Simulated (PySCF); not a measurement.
Species: C₇H₇NO.
Cartesian coordinates in Å at the GFN2-xTB level; atoms count from 1:
```
atom  x, y, z in Å
N1     2.7933    0.5688   -0.1195
C2     1.8295   -0.3756   -0.2841
O3     2.0999   -1.5241   -0.5748
C4     0.4524    0.0992   -0.0891
C5    -0.0719    1.3245    0.0652
C6    -1.5344    1.1208    0.2014
C7    -1.7823   -0.2311    0.8491
C8    -0.7179   -0.8280   -0.0462
C9    -1.9357   -0.1114   -0.5897
H10    3.7557    0.2951   -0.2229
H11    2.5804    1.5045    0.1703
H12    0.3994    2.2888    0.0795
H13   -2.2147    1.9477    0.3414
H14   -2.3827   -0.5781    1.6627
H15   -0.5787   -1.8915   -0.1513
H16   -2.6999   -0.3332   -1.3034
```

The closed-shell SCF was solved with PySCF and density fitting under several settings on one GFN2-xTB geometry (grid level 2 and gas phase unless stated).

```json
{"settings": "PBE0/pcSseg-1", "basis functions": "188", "SCF cycles": "15", "E (Eh)": "-400.3385", "HOMO (eV)": "-6.70", "LUMO (eV)": "-0.99", "dipole (D)": "3.91"}
{"settings": "PBE0/def2-SVPD", "basis functions": "239", "SCF cycles": "15", "E (Eh)": "-400.1224", "HOMO (eV)": "-6.73", "LUMO (eV)": "-1.11", "dipole (D)": "4.01"}
{"settings": "mPW1PW91/pcSseg-1, grid level 3", "basis functions": "188", "SCF cycles": "15", "E (Eh)": "-400.7024", "HOMO (eV)": "-6.74", "LUMO (eV)": "-1.01", "dipole (D)": "3.93"}
{"settings": "BLYP/def2-SVP, fitting basis def2-qzvpp-jkfit", "basis functions": "161", "SCF cycles": "14", "E (Eh)": "-400.3853", "HOMO (eV)": "-5.14", "LUMO (eV)": "-1.49", "dipole (D)": "3.51"}
{"settings": "revPBE/IGLO-II", "basis functions": "240", "SCF cycles": "17", "E (Eh)": "-400.8298", "HOMO (eV)": "-5.44", "LUMO (eV)": "-1.76", "dipole (D)": "3.68"}
{"settings": "KT2/6-31G-J, start guess atom, energy threshold 1e-07 Eh", "basis functions": "136", "SCF cycles": "11", "E (Eh)": "-407.6922", "HOMO (eV)": "-5.40", "LUMO (eV)": "-1.56", "dipole (D)": "3.81"}
```

Estimate the rows for these settings: (1) PBE/pcSseg-1, IEF-PCM tetrahydrofuran, level shift 0.1 Eh, fitting basis def2-qzvpp-jkfit; (2) HF/pcSseg-0, start guess atom, fitting basis def2-universal-jkfit.

```
                                                                                 settings  basis functions  SCF cycles     E (Eh)  HOMO (eV)  LUMO (eV)  dipole (D)
PBE/pcSseg-1, IEF-PCM tetrahydrofuran, level shift 0.1 Eh, fitting basis def2-qzvpp-jkfit              188          12  -400.3314      -5.52      -1.90        4.86
                        HF/pcSseg-0, start guess atom, fitting basis def2-universal-jkfit               95          12  -397.3009      -9.43       2.68        4.53
```

Over all rows, what range does the HOMO–LUMO gap span?

From 3.62 eV (PBE/pcSseg-1, IEF-PCM tetrahydrofuran, level shift 0.1 Eh, fitting basis def2-qzvpp-jkfit) to 12.11 eV (HF/pcSseg-0, start guess atom, fitting basis def2-universal-jkfit). The functional of the narrowest has no exact exchange, that of the widest 100 % exact exchange.

Compare two rows with the functional PBE0: PBE0/pcSseg-1 and PBE0/def2-SVPD. Which energy is lower, and by how much?

PBE0/pcSseg-1 (188 functions) lies 0.2161 Eh or 136 kcal/mol below PBE0/def2-SVPD (239 functions). The smaller set gives the lower energy; the two sets aren't nested, so the variational bound doesn't order them by size.

Cycle counts include a coarse-grid stage where the run had one. KT2 was designed for NMR shieldings or shifts; total energies of different functionals aren't comparable. One conformer (not necessarily the lowest) at the GFN2-xTB geometry, without vibrations or thermal averaging.
